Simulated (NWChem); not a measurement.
# SnCl2F2; SMILES [F][Sn]([F])([Cl])[Cl]

Computed with NWChem. Coordinates come from a PBE-D3(BJ)/def2-SVP optimisation. def2 effective core potentials on Sn; no spin-orbit coupling.

For level N12/def2-SVP:

| Property | Result |
|---|---|
| highest occupied level (eV) | -8.37 |
| orbital gap (eV) | 3.73 |
| dipole (D) | 1.44 |

Q: Estimate the same quantities for level BHandHLYP/def2-SVP.

A: 
| Property | Result |
|---|---|
| highest occupied level (eV) | -11.35 |
| orbital gap (eV) | 8.58 |
| dipole (D) | 1.63 |
